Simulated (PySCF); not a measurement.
Computed shifts of a molecule C₄H₆O₃, PBE/pcSseg-1 in PySCF, GIAO, gas phase, equivalent atoms averaged, in ppm (number of nuclei): ¹³C: 197.0 (1), 121.6 (1), 113.5 (1), 21.9 (1). ¹H: 10.35 (1), 6.82 (1), 6.60 (1), 1.81 (3). References: ¹³C against TMS (σ = 182.0 ppm); ¹⁷O against H2O (σ = 334.3 ppm); ¹H against TMS (σ = 31.49 ppm), references at their B3LYP-D3(BJ)/def2-TZVP geometries, non-relativistic. Coordinates come from a B3LYP-D3(BJ)/def2-SVP optimisation. Other conformers were not sampled.

Which structure fits?
(A) CC1(C=O)OCO1
(B) CCC1OC(=O)O1
(C) COC1=COCO1
(D) C[C@H]1O[C@@H](C=O)O1

A, CC1(C=O)OCO1
